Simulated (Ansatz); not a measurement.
Frontier orbitals of C2HFSe, SMILES `FC#C[SeH]`.

Cartesian coordinates in Å:
```
F -2.1348 0.9627 0.9413
C -1.0280 0.4500 0.5822
C 0.0115 -0.0298 0.2298
Se 1.6260 -0.7928 -0.1496
H 1.5254 -0.5901 -1.6038
```

Charge 0, multiplicity 1. Correlated methods include outer-core shells of Se, which these sets cover unevenly. Scalar relativity is left out up to krypton. The geometry is a stationary point of PBE0-D4/def2-TZVP. It is one conformer, not always the lowest. Basis def2-TZVPP, Ansatz.

| functional | HOMO (eV) | LUMO (eV) | gap (eV) |
| --- | --- | --- | --- |
| PBE | -5.57 | -1.27 | 4.30 |
| revPBE | -5.51 | -1.20 | 4.31 |
| BLYP | -5.41 | -1.19 | 4.22 |
| PBE0 | -6.74 | -0.36 | 6.38 |
| B3LYP | -6.51 | -0.63 | 5.88 |
| r2SCANh | -6.24 | -0.70 | 5.54 |
| r2SCAN0 | -6.89 | -0.21 | 6.68 |
| CAM-B3LYP | -8.02 | 0.70 | 8.72 |
| ωB97X-V | -8.98 | 1.80 | 10.78 |
| ωB97M-V | -8.85 | 1.62 | 10.47 |

A quarter of exact exchange (PBE0) shifts PBE's HOMO by −1.17 eV and its LUMO by +0.91 eV; full exchange at long range (ωB97M-V) shifts them by −3.28 and +2.89 eV. The gap opens from 4.30 to 10.47 eV, since occupied levels lose self-interaction and empty ones feel all the electrons. A positive LUMO is unbound and depends on the basis.

B3LYP here is the variant with VWN-RPA as its local correlation; programs differ in this.
